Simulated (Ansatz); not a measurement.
Geometry optimisation, RKS PBE/STO-3G in Ansatz.

The input (input.yaml):

```yaml
crystal:
  periodic: [false, false, false]
  atoms:
    - { symbol: C, position_ang: [-2.1963, -0.8789, -0.0601] }
    - { symbol: Si, position_ang: [-0.4689, -1.0701, -0.5222] }
    - { symbol: C, position_ang: [0.6697, -0.5207, 0.7986] }
    - { symbol: S, position_ang: [0.6173, 1.2724, 1.1405] }
    - { symbol: C, position_ang: [1.681, 1.9062, -0.1279] }
    - { symbol: H, position_ang: [-2.4905, -1.3481, 0.8522] }
    - { symbol: H, position_ang: [-2.4586, 0.2256, 0.0776] }
    - { symbol: H, position_ang: [-2.8619, -1.2006, -0.8663] }
    - { symbol: H, position_ang: [-0.1643, -0.3343, -1.7495] }
    - { symbol: H, position_ang: [-0.2304, -2.508, -0.7736] }
    - { symbol: H, position_ang: [1.7319, -0.7597, 0.5879] }
    - { symbol: H, position_ang: [0.4845, -1.0421, 1.7584] }
    - { symbol: H, position_ang: [1.6871, 3.0269, -0.0221] }
    - { symbol: H, position_ang: [2.6554, 1.5124, 0.0495] }
    - { symbol: H, position_ang: [1.3222, 1.6685, -1.1135] }
basis:
  gaussian: { orbitals: STO-3G }
hamiltonian:
  xc: pbe
relax:
  f_tol: 0.02
  max_steps: 40
scf:
  lower_state_search: "off"
```

Launched with:

```bash
$ ansatz run input.yaml --threads 1 --pin off --max-ram 2048MiB --backend cpu --events-out ev --progress --plain --runs-dir out
```

Q: Where does it end, and by what steps?

A: The forces met the threshold. The force dipped under the threshold on the way, but the program's further checks kept it going. Limits of this set-up: minimal basis. After 10 steps the energy has fallen by 0.440 eV; H15 moved furthest, 0.30 Å.

| step | energy less start (eV) | largest force component (eV/Å) | accepted |
| --- | --- | --- | --- |
| 0 | 0.0000 | 3.072 | yes |
| 1 | -0.3828 | 0.879 | yes |
| 2 | -0.4308 | 0.241 | yes |
| 3 | -0.4372 | 0.088 | yes |
| 4 | -0.4383 | 0.036 | yes |
| 5 | -0.4390 | 0.030 | yes |
| 6 | -0.4394 | 0.022 | yes |
| 7 | -0.4397 | 0.011 | yes |
| 8 | -0.4399 | 0.016 | yes |
| 9 | -0.4400 | 0.027 | yes |
| 10 | -0.4401 | 0.016 | yes |

```xyz
15
Properties=species:S:1:pos:R:3
C -2.188 -0.763 -0.115
Si -0.389 -1.129 -0.522
C 0.748 -0.540 0.881
S 0.668 1.245 1.321
C 1.556 1.909 -0.129
H -2.527 -1.338 0.763
H -2.330 0.307 0.111
H -2.850 -1.020 -0.959
H -0.027 -0.463 -1.767
H -0.203 -2.563 -0.711
H 1.798 -0.821 0.657
H 0.476 -1.085 1.805
H 1.638 3.005 -0.006
H 2.582 1.496 -0.216
H 1.027 1.711 -1.084
```

Whether the end is a true minimum wasn't checked by a vibrational analysis.

Run time: 24 s on 1 thread of Arm Neoverse V2, on a shared host, peak memory 0.12 GiB.
